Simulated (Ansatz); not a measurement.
Computed with Ansatz on PBE0-D4/def2-TZVP structures; ΔE is electronic, products minus reactants. CBS: MP2 limit from def2 TZ/QZ plus the TZ coupled-cluster correction, frozen cores. This one scheme is used for every species. Functionals use def2-TZVPP. B3LYP here is the variant with VWN-RPA as its local correlation; programs differ in this. HSE06 is defined as in plane-wave codes. For Br outer-core shells are correlated without core-valence functions, which leaves a few kJ/mol of doubt a bond. Scalar relativity is left out up to krypton. One conformer a species, not always the lowest.

Consider the ligand exchange at the Al–Br bond: `[Br][Al]([Br])[Br]` + NH₃ → `[NH2][Al]([Br])[Br]` + HBr.

```
         level  ΔE (kJ/mol)  difference from CCSD(T)/CBS
   LDA (SPW92)         51.4                        -10.4
     revPBE-D4         60.5                         -1.3
        B97M-V         57.5                         -4.3
      B3LYP-D4         56.1                         -5.7
      HSE06-D4         63.2                          1.4
       ωB97X-V         56.8                         -5.0
       ωB97M-V         57.5                         -4.3
           PBE         59.5                         -2.3
        r2SCAN         59.1                         -2.7
          PBE0         61.8                          0.0
       LC-ωPBE         55.1                         -6.7
 HF/def2-QZVPP         60.2                         -1.6
MP2/def2-QZVPP         63.2                          1.4
  HF/CBS(def2)         60.1                         -1.7
 MP2/CBS(def2)         66.0                          4.2
CCSD/CBS(def2)         61.3                         -0.5
   CCSD(T)/CBS         61.8                            0
```

Largest T1 diagnostic among the species: 0.007.

From BLYP to BHLYP (50 % exact exchange), in def2-TZVPP and without D4, ΔE moves by +4.1 kJ/mol. At CCSD(T), def2-SVP lies −7.4 kJ/mol from the extrapolated value and def2-TZVPP −5.8 kJ/mol.
